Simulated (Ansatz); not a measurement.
Cost and result for the atomization energy of CH4BFN2, SMILES `BNC(=N)F` (9 atoms, 8 bonds).

```xyz
9

B    -0.947    0.514   -1.115
N     0.218    0.551   -0.327
C     0.568   -0.322    0.681
N    -0.088   -1.301    1.083
F     1.764    0.044    1.190
H    -1.062    1.368   -1.941
H    -1.750   -0.342   -0.935
H     0.908    1.273   -0.473
H     0.389   -1.785    1.837
```

Charge 0, multiplicity 1. Geometry: relaxed with PBE0-D4/def2-TZVP. It is one conformer, not always the lowest. Program: Ansatz. All runs use 2 threads of an Arm Neoverse V1 on a shared host. Times are those of one run each, without the atoms' runs, and a repeat can differ threefold. Electronic energies, without spin–orbit coupling; frozen cores. CCSD(T)/CBS adds CCSD(T) − MP2 in def2-TZVPP to the MP2 limit, and its time is that of the two runs behind it. T1 = 0.014. HSE06 is the plane-wave form, built on full-range PBE exchange.

CCSD(T)/CBS is a level of theory with its own doubt, some kJ/mol a heavy atom from the limit and from the frozen cores, so smaller differences don't rank the functionals.

| level | functions | wall time |
| --- | --- | --- |
| LDA (SPW92)/def2-TZVPP | 211 | 1.4 s |
| BLYP-D4/def2-TZVPP | 211 | 2.6 s |
| PBE-D4/def2-TZVPP (with forces) | 211 | 3 s |
| BHLYP-D4/def2-TZVPP | 211 | 3.1 s |
| HSE06-D4/def2-TZVPP | 211 | 3.7 s |
| r2SCAN-D4/def2-TZVPP (with forces) | 211 | 5.5 s |
| CCSD(T)/def2-SVP | 90 | 5.5 s |
| r2SCANh-D4/def2-TZVPP | 211 | 6 s |
| B97M-V/def2-TZVPP | 211 | 11 s |
| ωB97M-V/def2-TZVPP (with forces) | 211 | 12 s |
| MP2/def2-QZVPP | 405 | 23 s |
| CCSD(T)/def2-TZVPP | 211 | 2.1 min |
| CCSD(T)/CBS(def2) | – | 2.4 min |

Question: What atomization energy does each give, and how far from CCSD(T)/CBS? (Best estimate.)

Answer: Computed: 
```tsv
level	atomization (kJ/mol)	difference from CCSD(T)/CBS	per bond
LDA (SPW92)/def2-TZVPP	4150.4	644.2	80.5
BLYP-D4/def2-TZVPP	3588.4	82.2	10.3
PBE-D4/def2-TZVPP (with forces)	3671.8	165.6	20.7
BHLYP-D4/def2-TZVPP	3399.7	-106.5	-13.3
HSE06-D4/def2-TZVPP	3560.0	53.8	6.7
r2SCAN-D4/def2-TZVPP (with forces)	3537.3	31.1	3.9
CCSD(T)/def2-SVP	3315.8	-190.4	-23.8
r2SCANh-D4/def2-TZVPP	3501.4	-4.8	-0.6
B97M-V/def2-TZVPP	3535.6	29.4	3.7
ωB97M-V/def2-TZVPP (with forces)	3554.6	48.4	6.0
MP2/def2-QZVPP	3557.4	51.2	6.4
CCSD(T)/def2-TZVPP	3400.5	-105.7	-13.2
CCSD(T)/CBS(def2)	3506.2	0.0	0.0
```

From BLYP to BHLYP (50 % exact exchange), in def2-TZVPP and without D4, the atomization energy moves by −172.0 kJ/mol: exact exchange takes away binding that semilocal exchange gives to molecules. The D4 term adds +22.5 kJ/mol with B3LYP and +11.7 kJ/mol with PBE0; it sums over pairs of atoms, weighted by their polarisabilities, and B3LYP, whose exchange is more repulsive, gets the larger term. At CCSD(T), def2-SVP lies −190.4 kJ/mol from the extrapolated value and def2-TZVPP −105.7 kJ/mol: correlation converges slowly with the basis, and small sets miss more of it in the bonded molecule than in its fragments.

B3LYP here is the variant with VWN-RPA as its local correlation; programs differ in this.
